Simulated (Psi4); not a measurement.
F2Mn (SMILES [F][Mn][F]), sextet, geometry from GFN2-xTB (such geometries of metal compounds can be far from the true shape); HF/pcseg-1 (Psi4).

Input for Psi4:
```
memory 2 GB

molecule mol {
0 6
  Mn    0.009789    0.000267   -0.001718
  F    -0.241809    1.281989   -1.098969
  F     0.214616   -1.282730    1.103741
}

set basis pcseg-1
set reference uhf

energy('scf')
print_variables()
```

Output, abridged:

```
   => Loading Basis Set <=

    Name: PCSEG-1
    Role: ORBITAL
    Keyword: BASIS

         ---------------------------------------------------------
                                   SCF
               by Justin Turney, Rob Parrish, Andy Simmonett
                          and Daniel G. A. Smith
                              UHF Reference
         ---------------------------------------------------------

  ==> Geometry <==

    Molecular point group: cs
    Full point group: Cs

    Geometry (in Angstrom), charge = 0, multiplicity = 6:

       Center              X                  Y                   Z               Mass
    ------------   -----------------  -----------------  -----------------  -----------------
         MN           0.001307689922    -0.009622424873     0.000000000000    54.938043910000
         F            1.688304595332     0.243585073092     0.000000000000    18.998403162730
         F           -1.692086067161    -0.215759724000     0.000000000000    18.998403162730

  Running in cs symmetry.

  Rotational constants: A =   1330.37776  B =      0.15249  C =      0.15247 [cm^-1]
  Rotational constants: A = 39883721.84940  B =   4571.41132  C =   4570.88741 [MHz]
  Nuclear repulsion =  152.156888722735573

  Charge       = 0
  Multiplicity = 6
  Electrons    = 43
  Nalpha       = 24
  Nbeta        = 19

  ==> Algorithm <==

  SCF Algorithm Type is DF.
  DIIS enabled.
  MOM disabled.
  Fractional occupation disabled.
  Guess Type is SAD.
  Energy threshold   = 1.00e-06
  Density threshold  = 1.00e-06
  Integral threshold = 1.00e-12

  ==> Primary Basis <==

  Basis Set: PCSEG-1
    Blend: PCSEG-1
    Number of shells: 23
    Number of basis functions: 59
    Number of Cartesian functions: 66
    Spherical Harmonics?: true
    Max angular momentum: 3

   => Loading Basis Set <=

    Name: (PCSEG-1 AUX)
    Role: JKFIT
    Keyword: DF_BASIS_SCF

  ==> Integral Setup <==

  SCF_SUBTYPE=INCORE selected. In-core MEM_DF algorithm will be used.
  Using in-core AOs.

  ==> MemDFJK: Density-Fitted J/K Matrices <==

    J tasked:                   Yes
    K tasked:                   Yes
    wK tasked:                   No
    Algorithm:                 Core
    Schwarz Cutoff:           1E-12
    Mask sparsity (%):       1.5513
    Fitting Condition:        1E-10

   => Auxiliary Basis Set <=

  Basis Set: (PCSEG-1 AUX)
    Blend: DEF2-UNIVERSAL-JKFIT
    Number of shells: 108
    Number of basis functions: 418
    Number of Cartesian functions: 563
    Spherical Harmonics?: true
    Max angular momentum: 6

  Minimum eigenvalue in the overlap matrix is 1.6286178509E-02.
  Reciprocal condition number of the overlap matrix is 5.4548043265E-03.
    Using symmetric orthogonalization.

  ==> Pre-Iterations <==

  SCF Guess: Superposition of Atomic Densities via on-the-fly atomic UHF (no occupation information).

   -------------------------
    Irrep   Nso     Nmo
   -------------------------
     A'        41      41
     A"        18      18
   -------------------------
    Total      59      59
   -------------------------

  ==> Iterations <==

                           Total Energy        Delta E     RMS |[F,P]|

   @DF-UHF iter SAD: -1346.34867827766448   -1.34635e+03   0.00000e+00
   @DF-UHF iter   1: -1348.41157890248633   -2.06290e+00   1.29481e-02 ADIIS/DIIS
   @DF-UHF iter   2: -1348.56450960683105   -1.52931e-01   5.63404e-03 ADIIS/DIIS
   @DF-UHF iter   3: -1348.59412468376649   -2.96151e-02   1.06516e-03 ADIIS/DIIS
   @DF-UHF iter   4: -1348.59714402812256   -3.01934e-03   2.94147e-04 ADIIS/DIIS
   @DF-UHF iter   5: -1348.59737069838752   -2.26670e-04   1.52703e-04 ADIIS/DIIS
   @DF-UHF iter   6: -1348.59741380411424   -4.31057e-05   8.84871e-05 DIIS
   @DF-UHF iter   7: -1348.59743350544250   -1.97013e-05   1.97895e-05 DIIS
   @DF-UHF iter   8: -1348.59743478893961   -1.28350e-06   4.03656e-06 DIIS
   @DF-UHF iter   9: -1348.59743484283172   -5.38921e-08   1.66529e-06 DIIS
   @DF-UHF iter  10: -1348.59743485225727   -9.42555e-09   4.55802e-07 DIIS
  Energy and wave function converged.

  ==> Post-Iterations <==

   @Spin Contamination Metric:   1.412808870E-02
   @S^2 Expected:                8.750000000E+00
   @S^2 Observed:                8.764128089E+00
   @S   Expected:                2.500000000E+00
   @S   Observed:                2.500000000E+00

    Orbital Energies [Eh]
    ---------------------

    Alpha Occupied:

       1Ap  -240.440725     2Ap   -29.111901     3Ap   -26.190156
       4Ap   -26.190118     1App  -24.841548     5Ap   -24.841547
       6Ap   -24.834219     7Ap    -4.007042     8Ap    -2.735140
       9Ap    -2.729824     2App   -2.729822    10Ap    -1.515959
      11Ap    -1.495659    12Ap    -0.715490     3App   -0.715465
      13Ap    -0.713213    14Ap    -0.654650     4App   -0.654650
      15Ap    -0.597897     5App   -0.597884    16Ap    -0.585050
       6App   -0.528790    17Ap    -0.528745    18Ap    -0.476660

    Alpha Virtual:

      19Ap     0.062757     7App    0.157572    20Ap     0.157627
      21Ap     0.325245    22Ap     0.364929     8App    0.608679
      23Ap     0.608679     9App    0.751973    24Ap     0.752080
      25Ap     0.954062    26Ap     1.407951    10App    1.431784
      27Ap     1.431880    11App    1.513461    28Ap     1.513471
      29Ap     1.553675    30Ap     2.332598    31Ap     2.641213
      32Ap     2.702865    12App    2.748969    33Ap     2.749301
      34Ap     2.833295    13App    2.833295    35Ap     2.857954
      14App    2.857954    15App    3.023352    36Ap     3.023422
      37Ap     3.379182    16App    3.695274    38Ap     3.695274
      17App    3.706815    39Ap     3.706815    18App    3.864764
      40Ap     3.866189    41Ap     4.092258

    Beta Occupied:

       1Ap  -240.437407     2Ap   -28.972750     3Ap   -26.188600
       4Ap   -26.188561     5Ap   -24.703044     1App  -24.702559
       6Ap   -24.702558     7Ap    -3.615454     8Ap    -2.271929
       2App   -2.256963     9Ap    -2.256963    10Ap    -1.509161
      11Ap    -1.485229    12Ap    -0.648012    13Ap    -0.593179
       3App   -0.589968    14Ap    -0.589916    15Ap    -0.578628
       4App   -0.578623

    Beta Virtual:

      16Ap     0.024945     5App    0.218866    17Ap     0.218886
      18Ap     0.234972     6App    0.234972    19Ap     0.252948
      20Ap     0.298685     7App    0.298796    21Ap     0.389644
      22Ap     0.529787    23Ap     0.822450     8App    0.822450
       9App    0.930245    24Ap     0.930262    25Ap     1.015028
      26Ap     1.411520    10App    1.443247    27Ap     1.443311
      11App    1.523917    28Ap     1.523919    29Ap     1.573155
      30Ap     2.347096    31Ap     2.648768    32Ap     2.723545
      12App    2.768030    33Ap     2.768392    34Ap     2.838849
      13App    2.838849    35Ap     2.863167    14App    2.863167
      15App    3.025767    36Ap     3.025838    37Ap     3.391613
      16App    3.954230    38Ap     3.954230    17App    3.965069
      39Ap     3.965069    18App    4.083558    40Ap     4.084707
      41Ap     4.293707

    Final Occupation by Irrep:
             Ap   App
    DOCC [    15,    4 ]
    SOCC [     3,    2 ]
    NA   [    18,    6 ]
    NB   [    15,    4 ]

  @DF-UHF Final Energy: -1348.59743485225727

   => Energetics <=

    Nuclear Repulsion Energy =            152.1568887227355731
    One-Electron Energy =               -2170.2071800989328949
    Two-Electron Energy =                 669.4528565239399995
    Total Energy =                      -1348.5974348522572654

  UHF NO Occupations:
  HONO-2 :   16 Ap 1.0000000
  HONO-1 :   17 Ap 1.0000000
  HONO-0 :   18 Ap 1.0000000
  LUNO+0 :   19 Ap 0.0057621
  LUNO+1 :   20 Ap 0.0005628
  LUNO+2 :    7App 0.0002908
  LUNO+3 :   21 Ap 0.0002901

Computation Completed

Properties will be evaluated at   0.000000,   0.000000,   0.000000 [a0]

Properties computed using the SCF density matrix

 Multipole Moments:

 ------------------------------------------------------------------------------------
     Multipole            Electronic (a.u.)      Nuclear  (a.u.)        Total (a.u.)
 ------------------------------------------------------------------------------------

 L = 1.  Multiply by 2.5417464519 to convert [e a0] to [Debye]
 Dipole X            :          0.0102565           -0.0025341            0.0077223
 Dipole Y            :         -0.0754665            0.0186469           -0.0568196
 Dipole Z            :          0.0000000            0.0000000            0.0000000
 Magnitude           :                                                    0.0573419

 ------------------------------------------------------------------------------------

  Variable Map:
  ----------------------------------------------------------------------------
  "CURRENT ENERGY"           =>   -1348.597434852257
  "CURRENT REFERENCE ENERGY" =>   -1348.597434852257
  "DD SOLVATION ENERGY"      =>       0.000000000000
  "HF KINETIC ENERGY"        =>    1350.785557786433
  "HF POTENTIAL ENERGY"      =>   -2699.382992638691
  "HF TOTAL ENERGY"          =>   -1348.597434852257
  "HF VIRIAL RATIO"          =>       1.998380110802
  "NUCLEAR REPULSION ENERGY" =>     152.156888722736
  "ONE-ELECTRON ENERGY"      =>   -2170.207180098933
  "PCM POLARIZATION ENERGY"  =>       0.000000000000
  "PE ENERGY"                =>       0.000000000000
  "SCF ITERATION ENERGY"     =>   -1348.597434852257
  "SCF ITERATIONS"           =>      10.000000000000
  "SCF TOTAL ENERGY"         =>   -1348.597434852257
  "TWO-ELECTRON ENERGY"      =>     669.452856523940

  Array Variable Map:
  ----------------------------------------------------------------------------
  "CURRENT DIPOLE"           =>       0.007722348622 ... 0.000000000000 1 by 3
  "SCF DIPOLE"               =>       0.007722348622 ... 0.000000000000 1 by 3
  "SCF TOTAL ENERGIES"       =>   -1346.348678277664 ... -1348.597434852257 1 by 11
```
